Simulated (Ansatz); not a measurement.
Calculated with Ansatz (gas phase, PBE0-D4/def2-TZVP geometries, no zero-point term in ΔE). CCSD(T)/CBS is the MP2 limit (def2-TZVPP, def2-QZVPP) plus CCSD(T) − MP2 in def2-TZVPP, frozen cores. DFT in def2-TZVPP. def2 core potentials past Kr. For Sn outer-core shells are correlated without core-valence functions, which leaves a few kJ/mol of doubt a bond. One conformer a species, not always the lowest.

`C[S][Sn][SH]` + `CBCl` → `[CH3][Sn][SH]` + `CSBCl`  (redistribution)

Task: Is it downhill or uphill in electronic energy at CCSD(T)/CBS, and by how much? (Estimate.)

Result: Computed: Uphill: ΔE = +51.3 kJ/mol.

Task: What do these levels give: PBE, HF/def2-TZVPP, SCS-MP2/def2-TZVPP, MP2/def2-QZVPP, HF/CBS(def2), MP2/CBS(def2)? (Best estimate.)

Result: The calculation gave: PBE 48.6, HF/def2-TZVPP 55.9, SCS-MP2/def2-TZVPP 46.6, MP2/def2-QZVPP 51.3, HF/CBS(def2) 56.5, MP2/CBS(def2) 54.0 kJ/mol.

Largest T1 diagnostic among the species: 0.016.

The D4 term adds +4.0 kJ/mol with B3LYP and +2.2 kJ/mol with PBE0; it sums over pairs of atoms, weighted by their polarisabilities, and B3LYP, whose exchange is more repulsive, gets the larger term. In def2-TZVPP, CCSD(T) changes the Hartree–Fock value by −11.5 kJ/mol (the triples alone add −0.6 kJ/mol) and MP2 by −8.7 kJ/mol.

B3LYP here is the variant with VWN-RPA as its local correlation; programs differ in this.
